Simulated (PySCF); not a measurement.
# Radial density of Ir⁺ (iridium, charge +1)

B3LYP, [Xe] 4f14 5d7 6s1, high-spin 5F determinant. All numbers are calculated (PySCF 2.14, scalar relativity by spin-free X2C-1e, in ANO-RCC-VTZP).

```tsv
r (bohr)	4πr²ρ (e/bohr)	4πr²(ρα − ρβ)
0.0192	94.99	-0.0016
0.0322	108.8	0.0080
0.0542	143.3	0.0639
0.0912	110.7	0.1828
0.153	132.0	0.0996
0.258	71.51	0.1159
0.434	81.26	0.2927
0.730	28.12	0.4165
1.23	13.69	2.2255
2.07	3.544	1.5536
3.48	0.5125	0.3415
5.85	0.01343	0.0094
9.83	1.308e-05	0.0000
```

Densities and radii are taken from the X2C orbitals without a picture-change correction, which distorts them close to the nucleus.

Spin-orbit coupling, absent here, splits the open shell strongly.
